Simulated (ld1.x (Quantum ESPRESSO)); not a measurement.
## Before and after: TM potential for Se

ld1.x (Quantum ESPRESSO) 7.5 input, shortened:

```
&input
   title='Se', zed=34., rel=1, dft='PZ', iswitch=3,
   config='[Ar] 3d10 4s2 4p4'
 /
 &inputp
   pseudotype=2, tm=.true., lloc=-1, rcloc=1.45,
   nlcc=.true., rcore=0.55
 /
3
4S  1  0   2.00   0.00  1.25  1.25  0.0
4P  2  1   4.00   0.00  1.55  1.55  0.0
3D  3  2  10.00   0.00  1.10  1.10  0.0
 &test
   configts(1)='3d10 4s2 4p4'
 /
```

Change: core correction a·sin(br)/r model core inside 1.12 bohr.

Cutoffs: the cutoffs (Ry, on a coarse ladder) from which the occupation-weighted sum of valence levels, in a spherical-Bessel basis at the reference potential, stays within 10 and 1 mRy of its value at 400 Ry; they do not see the model core or the augmentation charge, which bear on the density cutoff. Errors are all-electron minus pseudo energies relative to the spin-unpolarised reference configuration.

What does the change do?

Of the 9 tests that both files solve, the error grows in 0 and shrinks in 1 by more than 15 % and 0.3 meV (median size 6.8 → 6.9 meV); neither file shows a bound ghost. A wider model core is smoother and lowers the density cutoff, which this test does not measure.

| quantity | base | changed |
| --- | --- | --- |
| cutoff, loose | 260 Ry | 260 Ry |
| cutoff, tight | over 300 Ry | over 300 Ry |
| bound ghosts | none | none |
| error for 3d10 4s2 4p3, meV [ΔE 11.01 eV] | +2.0 | +2.1 |
| error for 3d10 4s2 4p2, meV [ΔE 31.57 eV] | +15 | +15 |
| error for 3d10 4s2 4p1, meV [ΔE 62.72 eV] | +45 | +46 |
| error for 3d10 4s2 4p4.3, meV [ΔE -1.64 eV] | +0.4 | +0.5 |
| error for 3d10 4s1 4p4, meV [ΔE 22.59 eV] | +6.8 | +6.9 |
| error for 3d10 4s2 4p3.5, meV [ΔE 4.39 eV] | +0.1 | +0.1 |
| error for 3d9 4s2 4p4, meV [ΔE 64.37 eV] | -114 | -55 |
| error for 3d10 4s2 4p4 (spin-polarised), meV [ΔE -0.59 eV] | +6.1 | +6.8 |
| error for 3d10 4s2 4p3 (spin-polarised), meV [ΔE 9.37 eV] | +18 | +20 |
| s: phases at 1.70 bohr within 0.05 rad from the reference energy up to (Ry; the scan ends near 5) | 0.6 | 0.6 |
| p: phases at 1.70 bohr within 0.05 rad from the reference energy up to (Ry; the scan ends near 5) | 3.7 | 3.7 |
| d: phases at 1.70 bohr within 0.05 rad from the reference energy up to (Ry; the scan ends near 5) | 0.6 | 0.6 |
